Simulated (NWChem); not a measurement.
Species: GeSiH3Br, singlet; SMILES [SiH3][Ge][Br]

Results from NWChem. Low-valent species are run as closed-shell singlets; no triplet was tried in these runs. Geometry: optimised at PBE0/def2-SVP.

Q: Predict the results for PBE0/def2-SVP. Quantities: highest occupied level (eV); orbital gap (eV); dipole (D).

A: 
| Property | Value |
|---|---|
| highest occupied level (eV) | -6.56 |
| orbital gap (eV) | 3.21 |
| dipole (D) | 1.44 |
